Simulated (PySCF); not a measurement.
# Relaxation of singlet HgCl₂

Level of theory: PBE0 in PySCF with Hg def2-TZVP with ECP60, Cl def2-TZVP; scalar-relativistic core potentials, no spin–orbit coupling; density-fitted integrals. A (50,194) grid was used.

A hand-made bent start, of C2v symmetry, held to at least that symmetry:

```xyz
3
charge 0 multiplicity 1, angstrom
Hg    0.0000    0.0000   -0.3423
Cl    1.9004    0.0000    0.9884
Cl   -1.9004    0.0000    0.9884
```

Optimiser trace:
```
step  E − E(last) (kJ/mol)  largest gradient (Eh/bohr)
   0                137.49                     0.01884
   1                 98.33                     0.02821
   2                 51.15                     0.02964
   3                 32.56                     0.02392
   4                  9.83                     0.01612
   5                  1.08                     0.00548
   6                  0.13                     0.00264
   7                  0.00                     0.00011
   8                  0.00                     0.00002
```

It ends at D∞h with Hg–Cl 2.258 Å (×2); Cl–Hg–Cl 180.0°. A frequency run shows a minimum. Other isomers or separated fragments may lie lower.

Final geometry:
```xyz
3
charge 0 multiplicity 1, angstrom
Hg    0.0000    0.0000    0.0000
Cl    2.2576    0.0000    0.0000
Cl   -2.2576    0.0000    0.0000
```

Spin–orbit coupling, left out here, can matter for elements this heavy.
